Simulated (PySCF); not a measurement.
B(All)(F)(OH) (C₃H₆BFO), SMILES C=CCB(O)F.

Coordinates come from a ωB97X-D3(BJ)/def2-SVP optimisation. Other conformers were not sampled.

Method: PBE/def2-TZVP in PySCF.

Isolated molecule, no solvent.

| Property | Value |
|---|---|
| total energy | -317.70168 hartree |
| highest occupied level | -6.58 eV |
| lowest empty level | -1.27 eV |
| orbital gap | 5.31 eV |
| dipole moment | 2.37 D |
| quadrupole, principal values (traceless, Buckingham form, about the centre of nuclear charge) | -7.87, 2.61, 5.27 D·Å |
| mean static polarisability | 54.9 bohr³ (8.13 Å³) |
| polarisability, principal values | 45.9, 49.8, 68.9 bohr³ |
